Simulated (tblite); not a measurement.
C4H12B2OSi2.
Geometry (GFN2-xTB, Å), atoms numbered from 1 in this order:
```xyz
21
C4H12B2OSi2 angstrom
B     -0.2394    3.0180   -0.4051
O      0.1282    1.7892   -0.2301
B      0.3937    0.5219   -0.0661
C      1.8353    0.0387    0.1059
C      2.9664   -0.3723    0.2484
Si     4.6882   -1.0056    0.4630
C     -0.7922   -0.5681   -0.0532
C     -2.1971    0.0430   -0.0223
Si    -3.5794   -1.2572   -0.1090
H     -0.4916    3.6917    0.5321
H     -0.3121    3.4535   -1.5011
H      5.4628   -0.0182    1.2203
H      4.6259   -2.2745    1.1943
H      5.2706   -1.2050   -0.8672
H     -0.6921   -1.2001   -0.9408
H     -0.6676   -1.2393    0.8004
H     -2.3003    0.7438   -0.8546
H     -2.3025    0.6406    0.8863
H     -3.4790   -1.9923   -1.3730
H     -3.4443   -2.1992    1.0054
H     -4.8823   -0.5917   -0.0340
```

Computed values, GFN2-xTB/tblite, gas phase, harmonic and unscaled. The method is semi-empirical: single wavenumbers can be off by several per cent or more. Modes of hydrogen on boron and silicon can be 10 to 20 % off. One conformer, not necessarily the lowest. The optimisation stopped once no atom felt more than 0.01 eV/Å.

Lowest wavenumbers of the output (negative numbers stand for imaginary wavenumbers):
```
mode    cm-1
  1     -20.1
  2      24.4
  3      40.5
  4      50.3
  5      76.0
  6     102.6
  7     124.0
  8     154.8
  9     161.5
 10     215.1
```

Problem. Is this structure a minimum?

Solution. Not by this Hessian. 1 mode is imaginary beyond 20i (20i cm⁻¹), so at this level the point lies at or near a first-order saddle. The curvature is small, so loose convergence or finite differences may be the whole cause.

Problem. Which atoms move in the imaginary mode?

Solution. 20i: H14 (Si–H hydrogen) 33 %, H12 (Si–H hydrogen) 33 %, H13 (Si–H hydrogen) 32 %. These are shares of the mass-weighted motion.

Problem. What is the remedy?

Solution. Step along that mode in both directions, optimise again with tighter thresholds and repeat the frequencies. The zero-point energy of this point (88.6 kcal/mol) counts the 56 real modes alone, and thermal corrections from it aren't those of a minimum.
